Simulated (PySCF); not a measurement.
**Correlation energy of S³⁺ (sulfur, charge +3)**

[Ne] 3s2 3p1, 2P determinant. Calculation: PySCF 2.14, in Sapporo-DZP-2012; the spin-free X2C one-electron Hamiltonian (Gaussian nucleus). Frozen: [Ne]; 3 electrons correlated.

MP2 pair energies summed by pair of shells (mhartree):

```tsv
pair	energy	share (%)
3s-3s	-22.87	57.0
3s-3p	-17.23	43.0
```

Total MP2 correlation energy: -40.10 mhartree.

Same-spin part -2.45 and opposite-spin part -37.65 mhartree; SCS-MP2 scales them by 1/3 and 6/5 to -45.99 mhartree.

```
  level  correlation energy (mhartree)
   CCSD                         -60.77
    (T)                          -0.57
CCSD(T)                         -61.34
```

Diagnostics: T1 = 0.0093, D1 = 0.0226, largest double amplitude 0.108.

Problem. Is a single reference adequate?

Solution. Mostly. T1 lies below 0.03, but a double amplitude of this size points to a near-degeneracy that CCSD handles and MP2 describes poorly.
